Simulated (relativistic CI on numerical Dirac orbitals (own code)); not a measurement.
## Slater and spin-orbit integrals, Co IX

Method of calculation: Dirac-Coulomb-Breit CI, KLI orbitals optimised for each configuration, model QED (radiative potential, 1s self-energy scaled to tabulated hydrogen-like ionisation energies), unscaled Slater integrals (own radial code, finite nucleus).

Slater integrals F^k, G^k are unscaled and averaged over j, outside the closed core [Ne]; ζ comes from projecting the Hamiltonian with its Breit term on Σ l·s of the shell.

- 3s2 3p6 3d: ζ(3d) = 953.64 cm⁻¹; <r>(3d) = 0.7226, <r^2>(3d) = 0.6197 (bohr units).
- 3s2 3p5 3d2: ζ(3p) = 11890, F^2(3d,3d) = 136540, F^4(3d,3d) = 86999, F^2(3p,3d) = 133180, G^1(3p,3d) = 158450, G^3(3p,3d) = 100260, ζ(3d) = 922.6 cm⁻¹; <r>(3p) = 0.731, <r^2>(3p) = 0.6184, <r>(3d) = 0.724, <r^2>(3d) = 0.6222 (bohr units).
- 3s 3p6 3d2: F^2(3d,3d) = 136320, F^4(3d,3d) = 86848, G^2(3s,3d) = 122370, ζ(3d) = 952.42 cm⁻¹; <r>(3s) = 0.7198, <r^2>(3s) = 0.5914, <r>(3d) = 0.725, <r^2>(3d) = 0.624 (bohr units).

Q: Give the Racah parameters of the d shell in 3s2 3p5 3d2.

A: B = F²/49 − 5F⁴/441 = 1800 cm⁻¹ and C = 35F⁴/441 = 6905 cm⁻¹.

Averages of the first 10 configurations, taken without configuration mixing, which lowers the lowest level and can move excited configurations by several eV; other configurations of the list can lie among them:

| Configuration | Parity | States | Average energy above the lowest level (eV) |
| --- | --- | --- | --- |
| 3s2 3p6 3d | even | 10 | 0.5 |
| 3s2 3p5 3d2 | odd | 270 | 61.8 |
| 3s 3p6 3d2 | even | 90 | 108.0 |
| 3s2 3p6 4s | even | 2 | 66.9 |
| 3s2 3p6 4p | odd | 6 | 79.8 |
| 3s2 3p6 4d | even | 10 | 99.3 |
| 3s2 3p6 4f | odd | 14 | 114.2 |
| 3s2 3p6 5s | even | 2 | 118.8 |
| 3s2 3p6 5p | odd | 6 | 124.5 |
| 3s2 3p5 3d 4s | odd | 120 | 126.8 |
